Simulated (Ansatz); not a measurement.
C₂H₆ClFSn (`[CH3][Sn]([CH3])([F])[Cl]`), relaxed with RKS PBE-D4/def2-SVP in the Gaussian-basis code of Ansatz from a rough embedded geometry. The force threshold is 0.03 eV/Å; the program also tests the step.

Total charge 0; spin multiplicity 1. Sn takes the def2 core potential.

Start:

```xyz
11

C    -0.941   -1.408    0.493
Sn    0.746   -0.186    0.221
C     0.089    1.649   -0.590
F     1.633    0.183    1.891
Cl    2.298   -1.193   -1.245
H    -1.664   -1.006    1.160
H    -1.422   -1.629   -0.515
H    -0.583   -2.422    0.877
H     0.925    2.356   -0.777
H    -0.658    2.162    0.075
H    -0.423    1.494   -1.590
```

(1) By how much does the energy fall, and how many steps does the optimiser take? (An estimate is asked.)

(2) Which bonds change most? (Estimate.)

(3) Give the relaxed structure. (Best estimate.)

## Answers

(1) Computed: 0.25 eV, in 5 steps.

(2) The calculation gave: C1–Sn2 from 2.101 to 2.152 Å; C1–H6 from 1.063 to 1.106 Å; Sn2–C3 from 2.112 to 2.153 Å; Sn2–F4 from 1.926 to 1.965 Å.

(3) The calculation gave: 
```xyz
11

C    -0.961   -1.599    0.534
Sn    0.563   -0.132    0.139
C     0.135    1.818   -0.666
F     1.487    0.172    1.847
Cl    2.199   -1.146   -1.252
H    -1.681   -1.193    1.269
H    -1.482   -1.847   -0.410
H    -0.468   -2.501    0.941
H     1.086    2.378   -0.727
H    -0.575    2.343    0.001
H    -0.303    1.707   -1.676
```
